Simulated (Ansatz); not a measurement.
Ansatz (a quantum-chemistry and plane-wave program) job for C3H9Al, SMILES C[CH2][AlH][CH3], PBE-D3(BJ)/def2-SVP. 

Ansatz 0.2 input:
```yaml
crystal:
  periodic: [false, false, false]
  atoms:
    - {symbol: Al, position_ang: [0.09751945, -0.25564292, 0.71494031]}
    - {symbol: H, position_ang: [-0.03206082, -1.78436240, 1.16649877]}
    - {symbol: C, position_ang: [0.53973045, 1.09426998, 2.06299581]}
    - {symbol: H, position_ang: [1.50190540, 0.86404046, 2.55570931]}
    - {symbol: H, position_ang: [-0.20995258, 1.10554250, 2.87506002]}
    - {symbol: H, position_ang: [0.61002959, 2.11977687, 1.66467385]}
    - {symbol: C, position_ang: [-0.18744119, 0.24104747, -1.16733583]}
    - {symbol: C, position_ang: [-0.52419048, -0.87648449, -2.16169731]}
    - {symbol: H, position_ang: [0.71605568, 0.79228774, -1.50081252]}
    - {symbol: H, position_ang: [-0.97819642, 1.01952965, -1.18292027]}
    - {symbol: H, position_ang: [-1.44884876, -1.40794973, -1.88132918]}
    - {symbol: H, position_ang: [0.27208952, -1.63812706, -2.20537853]}
    - {symbol: H, position_ang: [-0.66736708, -0.50037787, -3.18950143]}
basis:
  gaussian:
    orbitals: def2-SVP
hamiltonian:
  xc: pbe
  dispersion: d3bj
relax: {f_tol: 0.002, max_steps: 200}
```

Program output:

```
WARN ansatz: RAYON_NUM_THREADS=1 ignored (pool sized by the plan → 1); use --threads N
Functional definition: PBE
integrals: 0.05 GiB planned
1189 factors; their error is unknown
mean field: 0.27 GiB planned
mean field evaluation 1: about -9824.6790 eV, gradient 8.1e1 eV
mean field evaluation 2: about -9797.9592 eV, gradient 1.2e2 eV
mean field evaluation 4: about -9841.4832 eV, gradient 7.6e0 eV
mean field evaluation 8: about -9841.6468 eV, gradient 2.5e-1 eV
mean field evaluation 16: about -9841.5954 eV, gradient 5.8e-4 eV
mean field -9841.59537950 eV, -361.6719593236 hartree, gradient 2.1e-5 eV, S^2 0.000000; 0 other end points of the search recorded, 0 dependent functions left out
the calculation of the forces begins
reference -9841.59541901 eV, -361.6719607756 hartree; 20, 20 occupied and 85, 85 virtual orbitals, 1189 factors
relax step   1: F+E_penalty+E_count = -9841.81307529 eV  Δ(F+E_penalty+E_count) = +0.000e0 eV  max|allowed force component| = 2.266e-1 eV/Å  Δτ_max = 0.0000 Å  (28 SCF iters, accepted)
these checks for a lower state are left out or cut short: starts, cluster_reference, orbital_swaps, neighbouring_geometries, increment
integrals: 0.05 GiB planned
1189 factors; their error is unknown
mean field: 0.27 GiB planned
mean field -9841.60478600 eV, -361.6723050061 hartree, gradient 1.3e-5 eV, S^2 0.000000; 0 other end points of the search recorded, 0 dependent functions left out
the calculation of the forces begins
reference -9841.60482558 eV, -361.6723064607 hartree; 20, 20 occupied and 85, 85 virtual orbitals, 1189 factors
relax step   2: F+E_penalty+E_count = -9841.82187483 eV  Δ(F+E_penalty+E_count) = -8.800e-3 eV  max|allowed force component| = 6.625e-2 eV/Å  Δτ_max = 0.0114 Å  (31 SCF iters, accepted)
these checks for a lower state are left out or cut short: starts, cluster_reference, orbital_swaps, neighbouring_geometries, increment
integrals: 0.05 GiB planned
1189 factors; their error is unknown
mean field: 0.27 GiB planned
mean field evaluation 32: about -9841.6059 eV, gradient 1.3e-5 eV
mean field -9841.60594207 eV, -361.6723474911 hartree, gradient 1.3e-5 eV, S^2 0.000000; 0 other end points of the search recorded, 0 dependent functions left out
the calculation of the forces begins
reference -9841.60598168 eV, -361.6723489466 hartree; 20, 20 occupied and 85, 85 virtual orbitals, 1189 factors
relax step   3: F+E_penalty+E_count = -9841.82271664 eV  Δ(F+E_penalty+E_count) = -8.418e-4 eV  max|allowed force component| = 9.574e-3 eV/Å  Δτ_max = 0.0061 Å  (31 SCF iters, accepted)
these checks for a lower state are left out or cut short: starts, cluster_reference, orbital_swaps, neighbouring_geometries, increment
integrals: 0.05 GiB planned
1189 factors; their error is unknown
mean field: 0.27 GiB planned
mean field -9841.60595760 eV, -361.6723480617 hartree, gradient 7.6e-5 eV, S^2 0.000000; 0 other end points of the search recorded, 0 dependent functions left out
the calculation of the forces begins
reference -9841.60599721 eV, -361.6723495173 hartree; 20, 20 occupied and 85, 85 virtual orbitals, 1189 factors
relax step   4: F+E_penalty+E_count = -9841.82272111 eV  Δ(F+E_penalty+E_count) = -4.466e-6 eV  max|allowed force component| = 3.242e-3 eV/Å  Δτ_max = 0.0010 Å  (18 SCF iters, accepted)
these checks for a lower state are left out or cut short: starts, cluster_reference, orbital_swaps, neighbouring_geometries, increment
integrals: 0.05 GiB planned
1189 factors; their error is unknown
mean field: 0.27 GiB planned
mean field -9841.60595174 eV, -361.6723478464 hartree, gradient 1.6e-5 eV, S^2 0.000000; 0 other end points of the search recorded, 0 dependent functions left out
the calculation of the forces begins
reference -9841.60599135 eV, -361.6723493019 hartree; 20, 20 occupied and 85, 85 virtual orbitals, 1189 factors
relax step   5: F+E_penalty+E_count = -9841.82272221 eV  Δ(F+E_penalty+E_count) = -1.102e-6 eV  max|allowed force component| = 7.909e-4 eV/Å  Δτ_max = 0.0009 Å  (20 SCF iters, accepted)
integrals: 0.05 GiB planned
1189 factors; their error is unknown
mean field: 0.27 GiB planned
mean field evaluation 64: about -9841.6060 eV, gradient 2.2e-5 eV
mean field -9841.60595174 eV, -361.6723478464 hartree, gradient 1.5e-5 eV, S^2 0.000000; 1 other end points of the search recorded, 0 dependent functions left out
the calculation of the forces begins
reference -9841.60599135 eV, -361.6723493019 hartree; 20, 20 occupied and 85, 85 virtual orbitals, 1189 factors
Total energy: -9841.82276181 eV, -361.6803154696 hartree
Atom 0 at     0.097952    -0.254403     0.715961 Å, force     0.000163     0.000738    -0.000791 eV/Å
Atom 1 at    -0.032251    -1.794778     1.169995 Å, force     0.000039    -0.000081     0.000225 eV/Å
Atom 2 at     0.542528     1.100464     2.074763 Å, force    -0.000187    -0.000474    -0.000010 eV/Å
Atom 3 at     1.511624     0.863610     2.566454 Å, force    -0.000050    -0.000070     0.000196 eV/Å
Atom 4 at    -0.214341     1.105667     2.889711 Å, force     0.000127    -0.000069     0.000262 eV/Å
Atom 5 at     0.611705     2.131670     1.672052 Å, force    -0.000032     0.000063    -0.000081 eV/Å
Atom 6 at    -0.188568     0.244607    -1.177079 Å, force     0.000023     0.000094     0.000542 eV/Å
Atom 7 at    -0.526057    -0.879768    -2.168205 Å, force    -0.000057     0.000101    -0.000307 eV/Å
Atom 8 at     0.722885     0.798082    -1.506882 Å, force     0.000051    -0.000099    -0.000137 eV/Å
Atom 9 at    -0.983718     1.027948    -1.186933 Å, force    -0.000072    -0.000010    -0.000222 eV/Å
Atom 10 at    -1.456438    -1.414691    -1.884036 Å, force    -0.000135     0.000086     0.000134 eV/Å
Atom 11 at     0.274944    -1.647358    -2.209590 Å, force     0.000140     0.000003     0.000091 eV/Å
Atom 12 at    -0.670994    -0.507499    -3.205309 Å, force    -0.000011    -0.000283     0.000097 eV/Å
Dipole moment:     0.016903     0.160338    -0.028892 e Å
```

The calculation finished and met its thresholds.
